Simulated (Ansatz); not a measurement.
The Si1–H4 bond of F2H2Si (SMILES F[SiH2]F) is stretched (multiplicity 1, the rest rigid).
Geometry at rest (charge 0, multiplicity 1):
```xyz
5

Si     0.2240    -0.1459     0.3605
F     -0.8952    -0.9509    -0.4350
F      0.4091     1.2675    -0.3474
H      1.4898    -0.8862     0.2617
H     -0.2505     0.0788     1.7333
```

Frozen-core correlation.

Run with Ansatz (an electronic-structure program). 

Energies above the point at 1.470 Å (the B3LYP-D3(BJ) bond length), FIC-MRCISD+Q on CASSCF(2,2)/cc-pV(T+d)Z (kcal/mol): 5.62 at 1.323 Å; 4.13 at 1.617 Å; 100.84 at 4.703 Å.

Take the last value as the depth D of a Morse curve D(1 − e^(−a(R − R₀)))², fit a and R₀ to the two near points, and test it at 1.984 and 2.572 Å.


With D = 100.8, both near points (counted from the curve's value at 1.470 Å) are met by a = 1.49 Å⁻¹ and R₀ = 1.465 Å, so k = 2Da² = 450 kcal/(mol Å²). The curve then gives 29.4 and 66.0 kcal/mol; the level itself gives 30.3 and 71.6, so Morse is off by -1.0 and -5.7.
